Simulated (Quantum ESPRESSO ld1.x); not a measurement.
Charge is removed step by step from the 3p level of the sulfur ion S2+, starting from [Ne] 3s2 3p2. Method: non-relativistic Kohn-Sham, PBE, spin-unpolarised, spherical densities, point nucleus; computed with ld1.x of Quantum ESPRESSO 7.5.

removed (e)  E - E(0) (eV)  eigenvalue (eV)  E minus straight line (eV)
0                    0.000          -27.988                       0.000
0.1                  2.858          -29.171                      -0.547
0.2                  5.835          -30.365                      -0.975
0.3                  8.931          -31.569                      -1.284
0.4                 12.149          -32.784                      -1.471
0.5                 15.488          -34.009                      -1.537
0.6                 18.951          -35.243                      -1.479
0.7                 22.537          -36.488                      -1.298
0.8                 26.249          -37.742                      -0.991
0.9                 30.086          -39.005                      -0.559
1                   34.050          -40.278                       0.000

Removing the whole electron costs 34.050 eV by Delta-SCF, against 27.988 eV from minus the eigenvalue at the starting occupation. Slater's transition state (half an electron removed) gives 34.009 eV. Integrating minus the eigenvalue over the occupation (Janak's theorem) gives 34.050 eV. The mean slope of the eigenvalue, de/dn, is 12.3 eV per electron. Ionisation energy of S2+ in the NIST Atomic Spectra Database: 34.86 eV (semi-empirical).

Beside tabulated values, note that spin-unpolarised runs miss the spin-polarisation part of the exchange energy of open shells.
